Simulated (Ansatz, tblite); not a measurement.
Removing and adding an electron: (H3Ge)2NH (Ge₂NH₇). Total charge 0; singlet. Geometry: PBE0-D4/def2-SVP. Ansatz, gas phase; energy differences of separate SCF runs; the oxidised species was run as a doublet alone; the reduced species was run as a doublet alone.

```xyz
10

Ge    0.808    0.312    1.397
H     0.291    0.251    2.848
H     1.729   -0.881    1.090
H     1.604    1.626    1.208
N    -0.631    0.170    0.267
Ge   -0.602   -0.423   -1.469
H    -2.013   -0.928   -1.830
H     0.425   -1.568   -1.528
H    -0.192    0.674   -2.483
H    -1.419    0.767    0.501
```

The xTB rows come from tblite.

```json
{"level": "GFN1-xTB", "−HOMO (eV)": "11.34", "vertical IE (eV)": "14.30", "−LUMO (eV)": "7.35", "vertical EA (eV)": "4.07", "HOMO–LUMO gap (eV)": "3.99", "IE − EA (eV)": "10.23", "remarks": "–"}
{"level": "GFN2-xTB", "−HOMO (eV)": "10.41", "vertical IE (eV)": "13.58", "−LUMO (eV)": "4.22", "vertical EA (eV)": "1.31", "HOMO–LUMO gap (eV)": "6.19", "IE − EA (eV)": "12.27", "remarks": "–"}
{"level": "PBE-D4/def2-TZVP", "−HOMO (eV)": "5.68", "vertical IE (eV)": "8.79", "−LUMO (eV)": "0.79", "vertical EA (eV)": "–", "HOMO–LUMO gap (eV)": "4.90", "IE − EA (eV)": "–", "remarks": "–"}
{"level": "PBE-D4/def2-TZVPD", "−HOMO (eV)": "5.73", "vertical IE (eV)": "–", "−LUMO (eV)": "1.01", "vertical EA (eV)": "-0.82", "HOMO–LUMO gap (eV)": "4.71", "IE − EA (eV)": "–", "remarks": "HOMO above zero (-1 doublet)"}
{"level": "r2SCAN-D4/def2-TZVP", "−HOMO (eV)": "5.98", "vertical IE (eV)": "8.82", "−LUMO (eV)": "0.43", "vertical EA (eV)": "–", "HOMO–LUMO gap (eV)": "5.55", "IE − EA (eV)": "–", "remarks": "–"}
{"level": "r2SCAN-D4/def2-TZVPD", "−HOMO (eV)": "6.00", "vertical IE (eV)": "–", "−LUMO (eV)": "0.59", "vertical EA (eV)": "-0.97", "HOMO–LUMO gap (eV)": "5.41", "IE − EA (eV)": "–", "remarks": "HOMO above zero (-1 doublet)"}
{"level": "PBE0-D4/def2-TZVP", "−HOMO (eV)": "7.03", "vertical IE (eV)": "8.96", "−LUMO (eV)": "-0.05", "vertical EA (eV)": "–", "HOMO–LUMO gap (eV)": "7.08", "IE − EA (eV)": "–", "remarks": "–"}
{"level": "PBE0-D4/def2-TZVPD", "−HOMO (eV)": "7.06", "vertical IE (eV)": "–", "−LUMO (eV)": "0.25", "vertical EA (eV)": "-1.01", "HOMO–LUMO gap (eV)": "6.81", "IE − EA (eV)": "–", "remarks": "HOMO above zero (-1 doublet)"}
```

   A HOMO above zero means that the electron is unbound at that level or that self-interaction error raises the level; the energy of removing that electron tells which. Raw xTB energy differences between charge states are shifted by several eV; the methods need an empirical correction for them. A negative affinity means that the extra electron isn't bound; its size then hangs on the basis.
